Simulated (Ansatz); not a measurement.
Basis-set extrapolation for C2H8OSi (`CCO[SiH3]`) (PBE0-D4/def2-TZVP geometry, frozen core, the Gaussian-basis code of Ansatz). Multiplicity 1, RHF reference.

|  | def2-TZVPP | def2-QZVPP |
| --- | --- | --- |
| HF | -444.296888 | -444.314012 |
| MP2 correlation | -0.717203 | -0.768019 |
| CCSD(T) correlation | -0.791313 | not run |

Energies in hartree. Use E(X) = E(∞) + A·exp(−7.88·√X) for Hartree–Fock and E(X) = E(∞) + B·X^(−2.97) for correlation, with X = 3 and 4, and add CCSD(T) minus MP2 of the smaller set to the MP2 limit.

Q: What is the CCSD(T) energy at the basis-set limit?

A: HF limit: -444.314012 + (-0.017124) × 0.13774 = -444.31637. MP2 limit: -0.768019 + (-0.050816) × 0.74074 = -0.80566. Higher-order term: -0.791313 − (-0.717203) = -0.07411. Total: -445.19614 hartree, 2.94 eV below CCSD(T)/def2-TZVPP.
